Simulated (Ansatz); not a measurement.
**Ligand exchange: InH(NH2)2 + BH(NH2)2 → In(NH2)3 + BH2(NH2)**

Species: InH(NH2)2, singlet; BH(NH2)2, singlet; In(NH2)3, singlet; BH2(NH2), singlet. The partners trade H for NH2: In–H and B–NH2 bonds give way to In–NH2 and B–H.

Shapes, held fixed at every level: PBE0-D4/def2-TZVP. Programs: Ansatz 0.2.0. The zero-point and thermal change to 298 K, harmonic and unscaled (PBE0-D4/def2-TZVP), is +2.8 kJ/mol.

| level | kind | ΔH(298 K) (kJ/mol) | less CCSD(T)/def2-TZVPP |
| --- | --- | --- | --- |
| HF/def2-SVP | Hartree–Fock | +117.9 | +28.3 |
| HF/def2-TZVPP | Hartree–Fock | +103.3 | +13.7 |
| r2SCAN-D4/def2-TZVPP | meta-GGA | +101.6 | +12.0 |
| wB97X-V/def2-TZVPP | range-separated hybrid | +97.2 | +7.6 |
| B2PLYP/def2-TZVPP | double hybrid | +94.3 | +4.7 |
| CCSD/def2-SVP | coupled cluster or CI | +104.3 | +14.7 |
| CCSD/def2-TZVPP | coupled cluster or CI | +92.4 | +2.8 |
| CCSD(T)/def2-TZVPP | coupled cluster or CI | +89.6 | 0.0 |

The highest level, CCSD(T)/def2-TZVPP, gives ΔH(298 K) = +89.6 kJ/mol; the levels span +89.6 to +117.9. The column of differences is taken from that level and isn't an error. No measured value is set beside it here. For atoms past krypton def2 sets carry core potentials with scalar relativity. Outer-core shells of In are correlated, in sets that cover them unevenly.
